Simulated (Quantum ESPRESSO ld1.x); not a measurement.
Task: All-electron atom: the tungsten ion W48+ in [Ar] 3d8. All-electron calculation, scalar-relativistic Kohn-Sham, LDA (Slater exchange, VWN5 correlation), spin-polarised, spherical densities, point nucleus; open shells are filled with parallel spins first. Program: ld1.x of Quantum ESPRESSO 7.5. Some entries of the table are withheld. Estimate them.

orbital  occ.  eigenvalue (hartree)  <r^2> (bohr^2)
1s up       1              -2650.81       0.0004632
1s down     1              -2650.80       0.0004632
2s up       1              -537.412        0.007079
2s down     1              -537.089        0.007074
2p up       3              -482.602        0.005844
2p down     3              -482.337        0.005839
3s up       1              -191.145         0.04348
3s down     1              -190.795         0.04355
3p up       3              -174.830         0.04345
3p down     3              -174.479         0.04352
3d up       5                   (1)         0.03501
3d down     3                   (2)         0.03510
4s up       0                   (3)          0.1626
4s down     0                   (4)          0.1630
4p up       0              -89.3677          0.1699
4p down     0              -89.2487          0.1703

Result: 
(1) 3d up eigenvalue (hartree): -157.384
(2) 3d down eigenvalue (hartree): -156.956
(3) 4s up eigenvalue (hartree): -95.7214
(4) 4s down eigenvalue (hartree): -95.5994
